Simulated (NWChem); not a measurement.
System: C3H9Ge, doublet; SMILES C[C](C)[GeH3]

Program: NWChem. Spin-unrestricted. The geometry was optimised at PBE0/def2-SVP, spin-unrestricted. Not confirmed as a minimum by frequencies. No stability test was run on the SCF state.

Question: What does the run give for PBE0/def2-TZVP? Quantities: highest occupied level (eV); lowest empty minus highest occupied level, either spin (eV); dipole (D).

Answer: 
```yaml
highest occupied level (eV): -5.65
lowest empty minus highest occupied level, either spin (eV): 4.17
dipole (D): 1.04
```
